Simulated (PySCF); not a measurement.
SMILES F[C](F)I (CF2I), doublet (PBE0/def2-SVP optimised geometry):

```
4

F     -1.340    -0.968    -0.927
C     -0.796    -0.222     0.000
F     -1.339     0.968     0.000
I      1.340    -0.222     0.000
```

Computed with PySCF 2.14.0 with unrestricted PBE0/def2-TZVP, def2 effective core potentials past Kr.

### Question
What are the frontier orbital energies (α orbitals alone; a β orbital can be the lowest empty one) and the dipole moment?

### Answer
HOMO-2 -8.60 eV, HOMO-1 -8.21 eV, HOMO -6.96 eV, LUMO -1.41 eV, LUMO+1 2.58 eV; dipole moment 0.38 D.

On the same geometry PySCF with unrestricted PBE/def2-TZVP, def2 effective core potentials past Kr gives HOMO-2 -7.28 eV, HOMO-1 -6.99 eV, HOMO -5.47 eV, LUMO -2.27 eV, LUMO+1 1.57 eV; dipole moment 0.22 D.
